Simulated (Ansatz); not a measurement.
CH9NO2Si2 can be A, `CN([SiH3])[SiH](O)O`, or B, `CO[SiH2]N[SiH2]O`.

Program: Ansatz. Geometries: PBE0-D4/def2-TZVP. ΔE: electronic, gas phase. CCSD(T)/CBS is the MP2 limit (def2-TZVPP, def2-QZVPP) plus CCSD(T) − MP2 in def2-TZVPP, frozen cores. Functionals use def2-TZVPP. B3LYP here is the variant with VWN-RPA as its local correlation; programs differ in this. Each species was taken in one conformer, which may not be the lowest.

A:

```xyz
15

C    -0.729   -1.488   -0.555
N    -0.103   -0.187   -0.308
Si    1.261    0.207   -1.286
Si   -0.702    0.673    1.058
O    -0.463   -0.083    2.487
O     0.040    2.130    1.147
H    -0.832   -1.674   -1.628
H    -1.733   -1.520   -0.122
H    -0.157   -2.315   -0.118
H     2.504   -0.517   -0.894
H     0.956   -0.160   -2.696
H     1.530    1.667   -1.201
H    -2.174    0.749    0.946
H     0.431   -0.109    2.833
H     0.173    2.626    0.338
```

B:

```xyz
15

C    -0.040    1.442    1.654
O    -0.871    1.121    0.558
Si   -1.311   -0.439    0.232
N     0.039   -1.368   -0.287
Si    1.063   -0.918   -1.606
O     0.661    0.612   -2.037
H     0.096    2.525    1.676
H    -0.493    1.130    2.601
H     0.944    0.967    1.566
H    -2.332   -0.291   -0.825
H    -1.847   -1.090    1.457
H     0.353   -2.104    0.327
H     2.477   -1.059   -1.159
H     0.868   -1.738   -2.826
H     0.393    1.209   -1.331
```

Task: Which is lower in electronic energy at CCSD(T)/CBS, and by how much? (Best estimate.)

Result: Computed: A, by 22.5 kJ/mol.

Task: Give E(B) − E(A) in kJ/mol with HF/def2-TZVPP, B3LYP-D4, PBE-D4, MP2/def2-TZVPP, B3LYP, B2PLYP, r2SCAN-D4. (An estimate is asked.)

Result: Computed: HF/def2-TZVPP 12.6, B3LYP-D4 17.4, PBE-D4 21.7, MP2/def2-TZVPP 25.1, B3LYP 16.0, B2PLYP 18.7, r2SCAN-D4 20.2. None reverses the order clearly.

Largest T1 diagnostic: 0.011.

In def2-TZVPP, CCSD(T) changes the Hartree–Fock value by +10.0 kJ/mol (the triples alone add +0.9 kJ/mol) and MP2 by +12.5 kJ/mol.
